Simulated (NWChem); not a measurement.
Species: ScBrCl$_{2}$; SMILES [Cl][Sc]([Cl])[Br]

This build's default masses of Se (78.918 u) and Br (79.917 u) are each other's, which moves their modes by up to 0.6 %.

Task: Give the equilibrium geometry at PBE0/def2-SVP (NWChem) as a Z-matrix, with the point group.

Result: point group C2v; any orientation.
```
Sc
Cl 1 2.2581
Cl 1 2.2581 2 119.39
Br 1 2.4222 2 120.30 3 -179.81
```
